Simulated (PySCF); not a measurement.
How methods differ on the ionisation energy of Tl⁶⁷⁺

Tl⁶⁷⁺ [Ne] 3s2 3p2 (3P) → Tl⁶⁸⁺ [Ne] 3s2 3p1 (2P), as a difference of total energies. All numbers are calculated (PySCF 2.14, scalar relativity by spin-free X2C-1e, in an even-tempered Gaussian basis (17 s from 20 bohr⁻², ratio 2.5; 12 p from 26 bohr⁻², ratio 2.5; 4 d from 100 bohr⁻², ratio 2.7; 4 f from 150 bohr⁻², ratio 2.7)). Correlated levels: outer shells: 1s2 frozen; virtual orbitals above 40 to 60 times the deepest correlated orbital energy dropped. The calculations carry no spin-orbit coupling.

```
                method  ionisation energy (eV)
                   UHF                  7893.9
                   LDA                  7894.5
                   PBE                  7896.1
                  PBE0                  7895.9
                r2SCAN                  7896.7
                  BLYP                  7897.1
                  PW91                  7897.1
    MP2 (outer shells)                  7894.6
SCS-MP2 (outer shells)                  7894.4
```

Spin-orbit coupling is strong in these open shells (close to jj coupling). The scalar numbers leave it out and a first-order estimate fails, so it can dominate the gap to the real levels.

Breit and QED terms and the two-electron picture change are absent.

For comparison: 8260 ± 40 eV (theoretical estimate listed by NIST; NIST Atomic Spectra Database, ionization energies).
